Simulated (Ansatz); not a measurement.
Ideal-gas functions of C3H5Se (`C=CC[Se]`) radical at 800 K and 1 bar, from an Ansatz frequency run at PBE0-D4/def2-TZVP.

Molar mass 120.03 g/mol, point group C1 (symmetry number 1), electronic degeneracy 2, moments of inertia 27.006, 251.96, 260.567 u Å². Harmonic wavenumbers (cm⁻¹, unscaled): 65, 232, 392, 552, 666, 802, 949, 951, 1023, 1065, 1159, 1219, 1320, 1401, 1449, 1713, 3051, 3130, 3153, 3173, 3245.

Use S(trans) = R[1.5 ln M + 2.5 ln T − 1.1517]; rotational temperatures θ = 24.2544 K / I; S(rot) = R[ln(√π/σ · √(T³/θAθBθC)) + 1.5]; for each mode x = 1.438777 ν̃/T, S = R[x/(eˣ − 1) − ln(1 − e⁻ˣ)] and H = RT x/(eˣ − 1); 1 cm⁻¹ = 0.0119627 kJ/mol; R = 8.31446 J/(mol·K).

Question: By hand: the entropy, in J/(mol·K).

Answer: Translation 189.1. Rotation: θ = 0.8981, 0.0963, 0.0931 K, giving 120.6. Vibration, mode by mode: 26.17, 15.64, 11.39, 8.71, 7.29, 5.95, 4.81, 4.80, 4.33, 4.08, 3.57, 3.28, 2.84, 2.53, 2.36, 1.62, 0.22, 0.20, 0.19, 0.19, 0.17, in all 110.3. Electronic 5.8. Sum 425.8 J/(mol·K).

Question: By hand: H − E and G − E in kJ/mol, counted from the electronic energy.

Answer: Zero-point energy ½ × 30710 × 0.0119627 = 183.7; thermal vibration 46.0; translation, rotation and pV give 4 RT = 26.6. H − E = 256.3 kJ/mol, and G − E = 256.3 − 800 × 425.8/1000 = -84.3 kJ/mol.

Vibration gives 26 % of the entropy, 26.2 J/(mol·K) of it from the mode under 150 cm⁻¹: soft modes count most, and the harmonic formula is weakest for them. The sum counts one conformer and one mirror image; others add a mixing term.
